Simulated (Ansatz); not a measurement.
A made-up structure of LiBSiH4S, singlet:

```
atom    x (Å)    y (Å)    z (Å)
 Li1  -1.0910   1.0525   1.3550
  S2   0.8700   1.9855   1.1242
  B3   1.0416   0.6560   0.0012
 Si4  -0.3663  -0.7580  -0.4120
  H5   2.0576   0.4958  -0.6226
  H6  -1.6429  -0.5143   0.4032
  H7  -0.8695  -0.7668  -1.8127
  H8  -1.4594   0.8297   2.8856
```

It is relaxed with PBE-D4/def2-SVP and then PBE0-D4/def2-TZVP (Ansatz 0.2.0). Atoms count as bonded within 1.22 times the sum of their covalent radii (H–H: 0.88 Å). The end point is not checked to be a true minimum.

Question: Does its bonding change? (Judge from chemistry; the calculation decides.)

Answer: The calculation gives: Yes. Formed: S2–Si4, B3–H8; broken: Li1–Si4, Li1–H6.

Where it ends: The first stage lowers the energy by 1.60 eV in 17 steps. It ends as LiBSiH₄S ([H]1[Li]2[S]3[SiH2][BH]123):
```
atom    x (Å)    y (Å)    z (Å)
 Li1  -0.7188   1.7409   1.9532
  S2  -0.2560   1.8461  -0.1983
  B3   0.6396   0.3505   0.8340
 Si4  -0.7094  -0.2532  -0.4419
  H5   1.8146   0.2363   0.6552
  H6  -2.1200  -0.5760  -0.0857
  H7  -0.4299  -0.7110  -1.8245
  H8   0.3201   0.3468   2.0299
```

Labels in which every atom is bracketed show which atoms are joined, not bond orders.

For scale, one of the runs: PBE0-D4/def2-TZVP relaxation, 143 basis functions, launched by `ansatz run in.yaml --threads 2 --pin off --events-out ev --progress --plain --max-ram 4352MiB`. The run took about 98 s on 2 CPU threads of an Arm Neoverse V1 (shared host).
